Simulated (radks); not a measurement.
Task: Ionisation of the tungsten ion W35+, [Kr] 4d3, to [Kr] 4d2 as the strength of local exchange is varied. All-electron calculation, Dirac Kohn-Sham, Slater X-alpha exchange (alpha = 2/3 is LDA exchange), no correlation, spin-unpolarised, spherical densities, point nucleus; open shells fill j = l - 1/2 first. Program: a radial shooting solver on a logarithmic mesh with Libxc functionals.

| alpha | E(W35+) (hartree) | exchange (hartree) | IE (eV) | -e of the level emptied (eV) | <r> of it (bohr) |
|---|---|---|---|---|---|
| 0.576 | -15420.7681 | -217.9312 | 1498.6 | 1471.3 (4d3/2) | 0.4216 |
| 0.619 | -15437.0438 | -234.3900 | 1503.2 | 1476.0 (4d3/2) | 0.4209 |
| 0.667 | -15455.2277 | -252.7937 | 1508.5 | 1481.2 (4d3/2) | 0.4201 |
| 0.789 | -15501.5188 | -299.7178 | 1521.9 | 1494.6 (4d3/2) | 0.4182 |
| 1.039 | -15596.7092 | -396.5377 | 1549.5 | 1522.3 (4d3/2) | 0.4143 |
| 1.042 | -15597.8542 | -397.7049 | 1549.8 | 1522.6 (4d3/2) | 0.4143 |
| x | -15547.1546 | -346.0799 | 1535.1 | 1507.9 (4d3/2) | 0.4163 |

Which alpha was used in the last row?

Result: alpha = 0.909. NIST Atomic Spectra Database: 1512 eV (semi-empirical). The Delta-SCF value meets it near alpha = 0.70. Spin polarisation and multiplet splitting are left out, so open shells lie too high by an amount that depends on their filling.

Beside tabulated values, note that spin-unpolarised runs miss the spin-polarisation part of the exchange energy of open shells.
